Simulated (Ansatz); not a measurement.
**Redistribution: GeH(CH3)Cl2 + GeH3(CH3) → 2 GeH2(CH3)Cl**

Species: GeH(CH3)Cl2, singlet; GeH3(CH3) (methyl germane), singlet; GeH2(CH3)Cl, singlet. The partners trade Cl for H; both sit on Ge, so the bond types are kept.

Shapes, held fixed at every level: PBE0-D4/def2-TZVP. Programs: Ansatz 0.2.0. The zero-point and thermal change to 298 K, harmonic and unscaled (PBE0-D4/def2-TZVP), is +0.5 kJ/mol.

| level | kind | ΔH(298 K) (kJ/mol) | less CCSD(T)/def2-TZVPP |
| --- | --- | --- | --- |
| HF/def2-SVP | Hartree–Fock | -2.3 | -4.3 |
| r2SCAN-D4/def2-TZVPP | meta-GGA | +2.9 | +0.9 |
| PBE0-D4/def2-TZVPP | global hybrid | +2.0 | 0.0 |
| wB97M-V/def2-TZVPP | range-separated hybrid | +1.5 | -0.5 |
| wB97X-V/def2-TZVPP | range-separated hybrid | +0.8 | -1.2 |
| MP2/def2-SVP | perturbation theory | +5.8 | +3.8 |
| MP2/def2-TZVPP | perturbation theory | +2.5 | +0.5 |
| CCSD(T)/def2-TZVPP | coupled cluster or CI | +2.0 | 0.0 |

The highest level, CCSD(T)/def2-TZVPP, gives ΔH(298 K) = +2.0 kJ/mol; the levels span -2.3 to +5.8. That is about zero within the method's error. They disagree on the sign: 7 of 8 are positive. The column of differences is taken from that level and isn't an error. No measured value is set beside it here. Relativity is left out for Ge unless named. Correlated rows may include outer-core shells of Ge, which these sets cover unevenly.
